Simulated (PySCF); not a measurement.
ORD: `[SiH3][Si@@H]1[Si@H](NC)S[SiH2]1`, CH11NSSi4

Geometry (Å), atoms numbered from 1 in this order:
```xyz
18

C     2.4945    0.9280    0.0884
N     1.7033    0.0947   -0.7816
Si    0.8583   -1.2789   -0.1915
S    -0.1494   -2.1319   -1.9310
Si   -2.1109   -1.5640   -1.1971
Si   -1.1831   -0.5789    0.7281
Si   -1.5299    1.6687    1.1939
H     2.5982    1.9270   -0.3374
H     1.9867    1.0080    1.0481
H     3.4954    0.5211    0.2675
H     2.0861    0.0470   -1.7150
H     1.7160   -2.3601    0.3168
H    -2.7146   -0.6999   -2.2088
H    -2.9011   -2.7909   -1.1504
H    -1.5260   -1.3823    1.9250
H    -2.8436    1.9029    1.7984
H    -1.4476    2.5014   -0.0061
H    -0.5412    2.1943    2.1411
```

Method used: TDDFT CAM-B3LYP/def2-SVPD circular dichroism and optical rotation, one conformer, gas phase (PySCF). Geometry: GFN2-xTB.

The molecule is flexible and this is one conformer; a measurement averages over conformers.

Stereocentres: Si3 S, Si6 S.

(1) What is the specific rotation at 633, 589.3, 546, 436, 405, 365, 355 nm?

(2) And for the mirror image at 589.3 nm?

(3) What is the molar rotation [Φ] = [α]·M/100 of the geometry above at 589.3 nm?

## Answers

(1) [α] in deg dm⁻¹ (g/mL)⁻¹:
| λ (nm) | origin-invariant length gauge | modified velocity gauge | length gauge (centre of mass) | isotropic polarisability (au) |
| --- | --- | --- | --- | --- |
| 633 | +128.9 | +141.3 | +129.2 | 158.8 |
| 589.3 | +152.9 | +167.6 | +153.3 | 159.7 |
| 546 | +184.5 | +202.1 | +184.9 | 160.9 |
| 436 | +336.8 | +368.4 | +337.3 | 165.8 |
| 405 | +420.1 | +459.3 | +420.6 | 168.1 |
| 365 | +592.7 | +647.6 | +593.1 | 172.3 |
| 355 | +655.6 | +716.1 | +656.0 | 173.6 |

(2) -152.9 deg dm⁻¹ (g/mL)⁻¹ (origin-invariant length gauge): the same size and the opposite sign.

(3) With M = 181.51 g/mol, +277.5 deg cm² dmol⁻¹ (origin-invariant length gauge).

The first excitation lies at 5.15 eV (241 nm) with R = +30.2 × 10⁻⁴⁰ esu² cm² (velocity form).
